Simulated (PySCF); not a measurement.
# How the method changes the constants of GaO

State: ²Σ⁺ (doublet), unpaired electrons σ ↑. Set-up: PySCF, no relativity, basis sets Ga def2-TZVPP, O def2-TZVPP. De refers to Ga + O in their high-spin ground configurations, without counterpoise correction. The functionals are run spin-unrestricted. A positive dipole means Ga(−)O(+). Levels whose curve was spin-contaminated or gave no clean fit are not listed.

| Level | Re (Å) | ωe (cm⁻¹) | De (eV) | μ (D) | CPU s a point (SCF and correlation, without the integrals) |
| --- | --- | --- | --- | --- | --- |
| ROHF | 1.803 | 621 | 1.74 | -2.89 | 0.74 |
| ROHF-CCSD | 1.710 | 744 | 3.84 | n/a | n/a |
| ROHF-CCSD(T) | 1.707 | 760 | 4.13 | n/a | 23 |
| LDA | 1.679 | 817 | 5.73 | -3.56 | 0.36 |
| PBE | 1.711 | 757 | 4.80 | -3.55 | 0.57 |
| r²SCAN | 1.696 | 775 | 4.52 | -3.58 | 0.79 |
| r²SCANh | 1.697 | 761 | 4.29 | -3.63 | 1.1 |
| PBE0 | 1.705 | 741 | 4.17 | -3.70 | 1.3 |
| MN15 | 1.710 | 716 | 4.31 | -3.58 | 1.1 |
| BHandHLYP | 1.733 | 674 | 3.57 | -3.58 | 0.71 |
| ωB97X-V | 1.709 | 720 | 4.24 | -3.75 | 4.4 |

The bond length runs from 1.679 Å (LDA) to 1.803 Å (ROHF). De spans 1.74 eV (ROHF, mean field) to 5.73 eV (LDA, local density). Correlation at CCSD(T) changes the Hartree–Fock bond energy by +2.39 eV; the triples alone change it by +0.29 eV.

Correlated steps freeze 10 core orbitals. Spin–orbit coupling is left out. The CCSD T1 diagnostic is raised, a sign that a single reference may not be enough here. The state was picked by a PBE0 search and need not be the measured ground state.

The whole job (state search and all levels along the bond) took about 5.8 min on 1 thread of Intel Xeon 6975P-C (shared host), peak memory 1.9 GiB.
